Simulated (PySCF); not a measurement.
**Computed data sheet: `C(/O[SiH3])=C\CC=C`**

Compound: C₅H₁₀OSi.
Atom-mapped SMILES: `[CH2:1]=[CH:2][CH2:3]/[CH:4]=[CH:5]/[O:6][SiH3:7]` (hydrogens: H8, H9 on C1; H10 on C2; H11, H12 on C3; H13 on C4; H14 on C5; H15, H16, H17 on Si7)

Geometry (GFN2-xTB, Å), atoms numbered from 1 in this order:
```
atom  x, y, z in Å
C1    -3.0323    1.1873   -0.5939
C2    -2.1669    0.4376    0.0619
C3    -1.2161   -0.5224   -0.5803
C4     0.2156   -0.3009   -0.1863
C5     0.6941    0.8397    0.2845
O6     1.9709    1.0721    0.6425
Si7    3.3015    0.1386    0.6893
H8    -3.7130    1.8503   -0.0877
H9    -3.0999    1.1668   -1.6696
H10   -2.1175    0.4748    1.1423
H11   -1.4951   -1.5407   -0.2876
H12   -1.3084   -0.4636   -1.6697
H13    0.8867   -1.1383   -0.3191
H14    0.0666    1.7128    0.4231
H15    3.1080   -1.0076    1.5806
H16    4.2480    1.1140    1.2031
H17    3.6508   -0.3591   -0.6431
```

Among its groups: C=C double bond and Si–H bond.

GFN2-xTB geometry:

| Quantity | Value |
| --- | --- |
| Point group of the GFN2-xTB geometry | C1 |
| Rotational constants A, B, C of the GFN2-xTB geometry | 7.994, 0.792, 0.743 GHz |

CAM-B3LYP/def2-SVPD ground state and vertical TDDFT (core frozen in the response) (PySCF):

| Quantity | Value |
| --- | --- |
| Dipole moment | 0.84 D |
| HOMO energy | -8.03 eV |
| LUMO energy | 1.18 eV |
| HOMO–LUMO gap | 9.21 eV |
| Lowest singlet excitation | 6.23 eV (199 nm, f = 0.010) |
| Strongest line among the 8 lowest singlet transitions | S3 at 6.78 eV (183 nm, f = 0.225) |
| Lowest triplet excitation (Tamm–Dancoff) | 4.33 eV |
| Static isotropic polarisability | 90.5 au |
| Electronic spatial extent ⟨r²⟩ about the centre of nuclear charge | 1530 bohr² |

Monoisotopic mass from the formula: 114.0501 u.

The rotational constants make it an asymmetric top with κ = (2B − A − C)/(A − C) = -0.99, nearer the prolate limit (−1). A dipole of 0.84 D is allowed in C1, and pure rotational transitions are dipole-allowed. In wavenumbers S1 is 50200 cm⁻¹ (1 eV = 8065.54 cm⁻¹). No computed singlet falls in the visible range (750 to 380 nm, 1.65 to 3.26 eV); S1 lies 2.97 eV above its blue end. The largest Löwdin shares of the HOMO are 0.31 on C4, 0.24 on C5, 0.20 on O6 and 0.07 on C3.

The structure is a single GFN2-xTB conformer in the gas phase; no vibrational or solvent corrections.

For the TDDFT job (CAM-B3LYP/def2-SVPD), time: 49 s of wall time; peak memory 1.1 GiB. Hardware: an Arm Neoverse V1 with one thread, on a shared host.
